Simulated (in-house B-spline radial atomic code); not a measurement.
The numbers below are computed, except where a source is named.
Correlation energy from the adiabatic connection: −Z/r, Z = 6.25

Two electrons in a singlet, external potential −Z/r, Z = 6.25 (atomic units). Full CI in B-splines (partial waves to l = 8, correlation up to 0.6 % small) with the density held fixed gives W(λ) = <V_ee>_λ − U, and E_c is the integral of W(λ) − W(0) from 0 to 1.

```csv
λ,W(λ) − W(0) (hartree)
0,0.00000
0.02,-0.00187
0.05,-0.00466
0.12,-0.01114
0.25,-0.02303
0.4,-0.03651
0.6,-0.05410
0.8,-0.07128
1,-0.08805
```

Integrate the table by the trapezoid rule.

The strips give -0.00002, -0.00010, -0.00055, -0.00222, -0.00447, -0.00906, -0.01254, -0.01593, which sum to -0.04489 hartree. The direct value, W(1) − W(0) + T_c with T_c = 0.04314, is -0.04491; the curve is convex, so chords lie above it and the trapezoids fall short in size by 0.06 %.

Now use only three numbers: W(0) = -3.6834, the initial slope W'(0) = -0.09353 (extrapolated from the first points) and the strong-coupling limit of the point-charge-plus-continuum model, W∞ = -5.2312. What do second-order theory and the interpolation W(λ) = W∞ + (W(0) − W∞)/√(1 + 2χλ) of Seidl, Perdew and Levy give?

Second order keeps the slope alone: E_c = W'(0)/2 = -0.04677, +4 % in size against -0.04491. Matching the slope fixes χ = W'(0)/(W∞ − W(0)) = -0.09353/(-1.54780) = 0.06043. Integrating, with s = √(1 + 2χ) = 1.058705, E_c = −(W(0) − W∞)(s − 1)/(s + 1) = −1.54780 × 0.058705/2.058705 = -0.04414 hartree, -1.7 % in size against the full result. At λ = 1 the formula gives W − W(0) = -0.08582 against -0.08805. Part of the miss can come from the model's W∞.
